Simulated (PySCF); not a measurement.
## Electronic absorption of C4H8Si

Compound: C₄H₈Si.
InChI=1S/C4H8Si/c1-2-4-3-5-4/h2,4H,1,3,5H2/t4-/m0/s1

Level of theory: PySCF 2.14.0, density-fitted response routines, TDDFT CAM-B3LYP/def2-SVPD, vertical, gas phase, core orbitals frozen in the response. The structure is a single PBE0-D3(BJ)/def2-SVP conformer in the gas phase; no vibrational or solvent corrections. Torsions of this conformer, `[CH2:1]=[CH:2][C@H:3]1[CH2:4][SiH2:5]1`: C1–C2–C3–C4 0°.

Q: What does the calculation give for the low-lying excited states?

A: 

```tsv
state	E (eV)	E (hartree)	f	main configurations (H = HOMO, L = LUMO)
S1	5.64	0.2072	0.292	H→L (93%)
S2	6.07	0.2229	0.033	H→L+1 (57%), H→L+2 (28%)
S3	6.30	0.2313	0.098	H→L+2 (58%), H→L+3 (19%), H→L+1 (17%)
S4	6.54	0.2403	0.0079	H→L+3 (53%), H→L+1 (14%), H→L+2 (9%)
S5	6.78	0.2492	0.038	H→L+4 (58%), H-1→L (19%)
S6	6.95	0.2556	0.032	H→L+5 (44%), H-1→L (33%)
S7	7.08	0.2600	0.022	H-1→L (32%), H→L+5 (25%), H→L+4 (14%)
S8	7.36	0.2706	0.022	H→L+6 (65%)
S9	7.40	0.2718	0.0021	H→L+7 (57%), H→L+6 (13%)
S10	7.77	0.2856	0.0032	H-1→L+1 (33%), H-1→L+2 (23%), H→L+8 (23%)
```

Triplets (Tamm–Dancoff): T1 3.95 eV, H→L (60%), H→L+2 (10%), H→L+3 (8%); T2 4.90 eV, H→L (28%), H-1→L (19%), H→L+2 (15%); T3 5.91 eV, H→L+1 (65%), H→L+2 (18%); T4 6.08 eV, H→L+3 (37%), H→L+4 (21%).

The lowest singlet comes at 220 nm (544 kJ/mol) in the ultraviolet; it is strong; its leading configuration is HOMO→LUMO (93%). The lowest level is also the most intense of those listed (f = 0.292). Löwdin shares by element: HOMO carbon 57% or more, silicon 20% (atoms not listed hold the other 24%); LUMO silicon 33%, carbon 22% or more, hydrogen 10% or more (atoms not listed hold the other 36%). The oscillator strengths of these states sum to 0.551; summed over the whole spectrum of an exact calculation they would give the number of electrons, 46 (Thomas–Reiche–Kuhn). Orbital energies (eV): HOMO-3 -11.25, HOMO-2 -10.39, HOMO-1 -9.25, HOMO -7.55, LUMO 0.79, LUMO+1 1.44, LUMO+2 1.59. Of the 10 states listed, 7 reach f = 0.01 and none stays under 0.0005. All these states lie below the vertical ionisation energy of 8.29 eV (ΔSCF). Only the lowest 10 singlets were computed, as vertical energies without vibronic structure.

The run took 70 s wall on one thread, Arm Neoverse N1 (aarch64) (shared host), and the process peaked at 0.90 GiB of memory.
